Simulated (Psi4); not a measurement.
Psi4 input (wB97X-D/6-311+G**):

```
memory 1500 MB

molecule {
0 2
C    -1.46902500   -0.48915200   -1.00461300
Si   -0.00903100    0.00510700    0.06285600
C     1.64148100   -0.30843800   -0.77051000
N     0.01083400   -0.93896400    1.55182400
N    -0.14924700    1.69443500    0.36314200
H    -1.42284000   -1.54754800   -1.26856300
H    -2.41556300   -0.31798100   -0.48691000
H    -1.48058000    0.09310800   -1.92819700
H     1.78414600   -1.36715700   -0.99406400
H     2.46953000    0.01316400   -0.13567800
H     1.69383400    0.25243800   -1.70616200
H    -0.09499600   -1.94583100    1.39911400
H    -1.05024300    2.07673900    0.60793700
H     0.57729900    2.16882100    0.87851700
symmetry c1
no_reorient
no_com
}

set {
  basis 6-311+G**
  reference uks
  scf_type df
  df_basis_scf def2-universal-jkfit
  dft_radial_points 99
  dft_spherical_points 590
  e_convergence 1e-8
  d_convergence 1e-7
  maxiter 150
}

e = energy('wb97x-d')
print_out(f'\nFINAL {e:.10f} DIPOLE {variable("CURRENT DIPOLE")[0]:.6f} {variable("CURRENT DIPOLE")[1]:.6f} {variable("CURRENT DIPOLE")[2]:.6f}\n')
```

Output:

```
   => Loading Basis Set <=

    Name: 6-311+G**
    Role: ORBITAL
    Keyword: BASIS
    atoms 1, 3 entry C          line   129 file 6-311pgss.gbs
    atoms 2    entry SI         line   351 file 6-311pgss.gbs
    atoms 4-5  entry N          line   150 file 6-311pgss.gbs
    atoms 6-14 entry H          line    42 file 6-311pgss.gbs

   => WB97X-D: Empirical Dispersion <=

    Chai and Head-Gordon Dispersion Correction
    Chai, J.-D.; Head-Gordon, M. (2010), J. Chem. Phys., 132: 6615-6620

        s6 =       1.000000

         ---------------------------------------------------------
                                   SCF
               by Justin Turney, Rob Parrish, Andy Simmonett
                          and Daniel G. A. Smith
                              UKS Reference
         ---------------------------------------------------------

  ==> Geometry <==

    Molecular point group: c1
    Full point group: C1

    Geometry (in Angstrom), charge = 0, multiplicity = 2:

       Center              X                  Y                   Z               Mass
    ------------   -----------------  -----------------  -----------------  -----------------
         C           -1.469025000000    -0.489152000000    -1.004613000000    12.000000000000
         SI          -0.009031000000     0.005107000000     0.062856000000    27.976926534650
         C            1.641481000000    -0.308438000000    -0.770510000000    12.000000000000
         N            0.010834000000    -0.938964000000     1.551824000000    14.003074004430
         N           -0.149247000000     1.694435000000     0.363142000000    14.003074004430
         H           -1.422840000000    -1.547548000000    -1.268563000000     1.007825032230
         H           -2.415563000000    -0.317981000000    -0.486910000000     1.007825032230
         H           -1.480580000000     0.093108000000    -1.928197000000     1.007825032230
         H            1.784146000000    -1.367157000000    -0.994064000000     1.007825032230
         H            2.469530000000     0.013164000000    -0.135678000000     1.007825032230
         H            1.693834000000     0.252438000000    -1.706162000000     1.007825032230
         H           -0.094996000000    -1.945831000000     1.399114000000     1.007825032230
         H           -1.050243000000     2.076739000000     0.607937000000     1.007825032230
         H            0.577299000000     2.168821000000     0.878517000000     1.007825032230

  Running in c1 symmetry.

  Rotational constants: A =      0.11956  B =      0.11235  C =      0.10752 [cm^-1]
  Rotational constants: A =   3584.37771  B =   3368.25469  C =   3223.38618 [MHz]
  Nuclear repulsion =  241.703265578836380

  Charge       = 0
  Multiplicity = 2
  Electrons    = 49
  Nalpha       = 25
  Nbeta        = 24

[...]
      31A      0.115236    32A      0.126638    33A      0.127652
      34A      0.129790    35A      0.152158    36A      0.155907
      37A      0.175746    38A      0.180830    39A      0.192151
      40A      0.196601    41A      0.202703    42A      0.204541
      43A      0.209141    44A      0.216041    45A      0.235381
      46A      0.246283    47A      0.253574    48A      0.260715
      49A      0.268479    50A      0.275401    51A      0.286176
      52A      0.296338    53A      0.308557    54A      0.321558
      55A      0.329370    56A      0.341765    57A      0.350598
      58A      0.387870    59A      0.397079    60A      0.419128
      61A      0.465654    62A      0.468526    63A      0.472410
      64A      0.557822    65A      0.577927    66A      0.594092
      67A      0.605591    68A      0.632357    69A      0.646327
      70A      0.652455    71A      0.699145    72A      0.708064
      73A      0.722021    74A      0.731525    75A      0.734406
      76A      0.779345    77A      0.802540    78A      0.810440
      79A      0.823196    80A      0.858790    81A      0.900827
      82A      0.914885    83A      0.951316    84A      0.953858
      85A      0.960617    86A      0.985689    87A      1.003108
      88A      1.023233    89A      1.040502    90A      1.050357
      91A      1.169252    92A      1.186660    93A      1.197126
      94A      1.256681    95A      1.277952    96A      1.303844
      97A      1.344405    98A      1.425611    99A      1.448086
     100A      1.485452   101A      1.543556   102A      1.544045
     103A      1.549216   104A      1.623532   105A      1.639480
     106A      1.660811   107A      1.668093   108A      1.695176
     109A      1.700659   110A      1.746179   111A      1.769055
     112A      1.792816   113A      1.821128   114A      1.865098
     115A      1.867100   116A      1.880924   117A      1.938478
     118A      2.042066   119A      2.058326   120A      2.092302
     121A      2.128167   122A      2.140867   123A      2.215642
     124A      2.277684   125A      2.305216   126A      2.318546
     127A      2.323417   128A      2.421616   129A      2.468213
     130A      2.506812   131A      2.522409   132A      2.543337
     133A      2.551335   134A      2.580138   135A      2.594210
     136A      2.600502   137A      2.612815   138A      2.617160
     139A      2.647208   140A      2.657435   141A      2.673954
     142A      2.704863   143A      2.728967   144A      2.782767
     145A      2.799816   146A      2.869958   147A      2.952799
     148A      3.006828   149A      3.044221   150A      3.128433
     151A      3.199552   152A      3.273055   153A      3.415712
     154A      3.839343   155A      3.845299   156A      3.861777
     157A      3.870737   158A      4.004958   159A      4.036012
     160A      4.094974   161A      4.403893   162A      4.544390
     163A      4.836799   164A      5.904835   165A     11.632608
     166A     11.654775   167A     11.676235   168A     24.073116
     169A     24.089153   170A     35.592304   171A     35.717556
     172A    141.392326

    Final Occupation by Irrep:
              A
    DOCC [    24 ]
    SOCC [     1 ]
    NA   [    25 ]
    NB   [    24 ]

  @DF-UKS Final Energy:  -480.63764539014085

   => Energetics <=

    Nuclear Repulsion Energy =            241.7032655788363797
    One-Electron Energy =               -1139.3074333546235266
    Two-Electron Energy =                 451.3414347474860620
    DFT Exchange-Correlation Energy =     -34.3691218949754216
    Empirical Dispersion Energy =          -0.0057904668643509
    VV10 Nonlocal Energy =                  0.0000000000000000
    Total Energy =                       -480.6376453901408468

  UHF NO Occupations:
  HONO-2 :   23  A 1.9996074
  HONO-1 :   24  A 1.9991100
  HONO-0 :   25  A 1.0000000
  LUNO+0 :   26  A 0.0008900
  LUNO+1 :   27  A 0.0003926
  LUNO+2 :   28  A 0.0003813
  LUNO+3 :   29  A 0.0003073

Computation Completed

Properties will be evaluated at   0.000000,   0.000000,   0.000000 [a0]

Properties computed using the SCF density matrix

 Multipole Moments:

 ------------------------------------------------------------------------------------
     Multipole            Electronic (a.u.)      Nuclear  (a.u.)        Total (a.u.)
 ------------------------------------------------------------------------------------

 L = 1.  Multiply by 2.5417464519 to convert [e a0] to [Debye]
 Dipole X            :         -0.1284338           -0.0000038           -0.1284376
 Dipole Y            :         -0.1266080            0.0000151           -0.1265929
 Dipole Z            :         -0.4191386            0.0000038           -0.4191348
 Magnitude           :                                                    0.4562850

 ------------------------------------------------------------------------------------

FINAL -480.6376453901 DIPOLE -0.128438 -0.126593 -0.419135

*** Psi4 exiting successfully. Buy a developer a beer!
```

The geometry given is a B3LYP-D3(BJ)/def2-TZVP minimum.
